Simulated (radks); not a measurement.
Problem. Numerical settings for neutral palladium, [Kr] 4d10. Calculated with a radial shooting solver on a logarithmic mesh with Libxc functionals: Dirac Kohn-Sham, PBE, spin-unpolarised, spherical densities, finite nucleus; Fermi nuclear charge, rms radius 4.5318 fm. The defaults (mesh step 0.008 in ln r, mesh end at 40 bohr or more with all orbitals vanishing there, Anderson mixing 0.5 over 9 steps, residual threshold near 1e-9 with the energy settled to 1e-9 hartree or 1e-11 of itself, here a cap of 68 iterations) give E = -5046.8436 hartree and 4d5/2 at -3.881 eV in 16 iterations. Run on one thread of a shared host, so times are rough (Intel(R) Xeon(R) 6975P-C): 0.1 s of CPU time, 0.1 s wall, 16 iterations on 2381 mesh points. One setting is changed at a time: mesh step in ln r 0.02; mesh step in ln r 0.012; mesh step in ln r 0.003; mesh end (bohr) 1; mesh end (bohr) 3; residual threshold 1e-16; residual threshold 0.01; mixing 0.01; linear mixing, mixing 1; linear mixing, mixing 0.05; mixing history 2; iteration cap 3. Which runs fail to converge, and which converge to a wrong energy?

Solution. Not converged within the cap: residual threshold 1e-16; linear mixing, mixing 1; linear mixing, mixing 0.05; iteration cap 3. Settled on a wrong energy, with an occupied level pushed above zero by the early mesh end: mesh end (bohr) 1 (+188 hartree); mesh end (bohr) 3 (+1.05 hartree). Apart from these: no run marked as converged misses the energy by more than 1 mhartree.
